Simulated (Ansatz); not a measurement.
## Ansatz (development build ahead of 0.2.0) run

```yaml
crystal:
  periodic: [false, false, false]
  atoms:
    - { symbol: Be, position_ang: [0.0, 0.0, 0.0] }
    - { symbol: "N", position_ang: [0.48632, 0.64843, 1.40388] }
basis:
  gaussian: { orbitals: STO-3G }
magnetization:
  initial_magnetization: 3
hamiltonian:
  xc: hf
correlation:
  method: fci
  frozen_orbitals: { Be: 0, "N": 1 }
```

The input is written out in the form of the current development build from the run's settings.

Output:

| Quantity | Value |
| --- | --- |
| Converged | yes |
| Total energy | -68.13569 hartree |
| State | lowest quartet root, of any spatial symmetry |
